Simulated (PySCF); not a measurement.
Fill in the blanks.

C8H10.
SMILES: `C[C@H]1[C@H]2C=C[C@@H]1C=C2`

```json
{"property": "point group", "level": "PBE0-D3(BJ)/def2-SVP", "value": "?"}
{"property": "rotational constants A, B, C", "level": "PBE0-D3(BJ)/def2-SVP", "value": "?"}
{"property": "dipole moment", "level": "PBE0/def2-SVPD", "value": "0.17 D"}
{"property": "HOMO energy", "level": "PBE0/def2-SVPD", "value": "?"}
{"property": "LUMO energy", "level": "PBE0/def2-SVPD", "value": "?"}
{"property": "lowest singlet excitation", "level": "TDDFT PBE0/def2-SVPD", "value": "4.95 eV (250 nm, f = 0.000)"}
{"property": "strongest line among the 6 lowest singlet transitions", "level": "TDDFT PBE0/def2-SVPD", "value": "?"}
{"property": "static isotropic polarisability", "level": "PBE0/def2-SVPD", "value": "?"}
{"property": "electronic spatial extent ⟨r²⟩ about the centre of nuclear charge", "level": "PBE0/def2-SVPD", "value": "?"}
```

Gas-phase values; electronic properties from PySCF, density fitting. Isolated species at its PBE0-D3(BJ)/def2-SVP geometry, gas phase.

Question: The electronic spatial extent ⟨r²⟩ about the centre of nuclear charge?

Answer: 767 bohr².

Question: The HOMO energy?

Answer: -6.47 eV.

Question: Give the rotational constants A, B, C.

Answer: 3.358, 2.280, 2.168 GHz.

Question: What is the point group?

Answer: Cs.

Question: Give the strongest line among the 6 lowest singlet transitions.

Answer: S4 at 6.85 eV (181 nm, f = 0.120).

Question: What is the LUMO energy?

Answer: -0.39 eV.

Question: What is the static isotropic polarisability?

Answer: 84.3 au.

With B = h/(8π²I), that is 505.379 GHz u Å² over I, the principal moments of inertia are 150.5, 221.7 and 233.1 u Å² (most abundant isotopes); the inertial defect Ic − Ia − Ib is -139.1 u Å² (zero for a rigid planar frame, negative otherwise). A dipole of 0.17 D is allowed in Cs, and pure rotational transitions are dipole-allowed. In wavenumbers S1 is 39900 cm⁻¹ (1 eV = 8065.54 cm⁻¹). The polarisability is 12.49 Å³ as a volume (1 au = 0.148185 Å³), or 1.45 au for each of the 58 electrons. The rotational constants make it an asymmetric top with κ = (2B − A − C)/(A − C) = -0.81, nearer the prolate limit (−1).

For the TDDFT job (PBE0/def2-SVPD), time: 62 s wall (grids of density and orbitals included); peak memory 0.97 GiB. Hardware: one thread of an Arm Neoverse V1, shared host with 32 logical CPUs at a one-minute load of 26.
